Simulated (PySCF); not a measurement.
B2H4, SMILES B[BH2-], charge -1, multiplicity 2. The structure is a stationary point at PBE-D3(BJ)/def2-TZVPD.

Computed equilibrium geometry at PBE-D3(BJ)/def2-TZVPD (PySCF confirms it by a frequency run) as bond lengths and angles, and its point group:
point group D2h.
Atoms: B1 B2 H3 H4 H5 H6. Bond lengths (Å): B1–B2 1.649, B1–H3 1.231, B1–H4 1.231, B2–H5 1.231, B2–H6 1.231. Angles (°): B2–B1–H3 123.7, B2–B1–H4 123.7, H3–B1–H4 112.6, B1–B2–H5 123.7, B1–B2–H6 123.7, H5–B2–H6 112.6.
Charge -1, spin multiplicity 2.
